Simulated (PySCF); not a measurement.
1,1-dichlorobuta-1,3-diene (C4H4Cl2), SMILES ClC(=CC=C)Cl. Atoms are numbered in the order given.

```xyz
10

C     -0.4643    -3.2593     0.0000
C      0.1140    -2.0460     0.0000
C     -0.6355    -0.8033     0.0000
C     -0.1073     0.4358     0.0000
Cl     1.6005     0.7537     0.0000
Cl    -1.1006     1.8587     0.0000
H     -1.5525    -3.3748     0.0000
H      0.1343    -4.1729     0.0000
H      1.2046    -1.9632     0.0000
H     -1.7273    -0.8640     0.0000
```
Charge 0, spin multiplicity 1.

Geometry optimised at B3LYP-D3(BJ)/def2-SVP. The values are those of a single conformer.

The numbers are results of PBE/def2-TZVP run with PySCF, not measurements.

Symmetry labels are those of the subgroup Cs that the program uses (full group Cs).

Problem. List the valence orbital energies around the gap with their symmetry. (Estimate from the structure and the level; the computed values follow.)

Solution. 
| orbital | symmetry | energy (eV) |
|---|---|---|
| HOMO−7 | A' | -10.23 |
| HOMO−6 | A" | -10.17 |
| HOMO−5 | A' | -8.98 |
| HOMO−4 | A' | -8.29 |
| HOMO−3 | A" | -8.11 |
| HOMO−2 | A" | -7.92 |
| HOMO−1 | A' | -7.64 |
| HOMO | A" | -5.78 |
| LUMO | A" | -2.32 |
| LUMO+1 | A' | -1.11 |
| LUMO+2 | A' | -0.15 |
| LUMO+3 | A" | 0.17 |
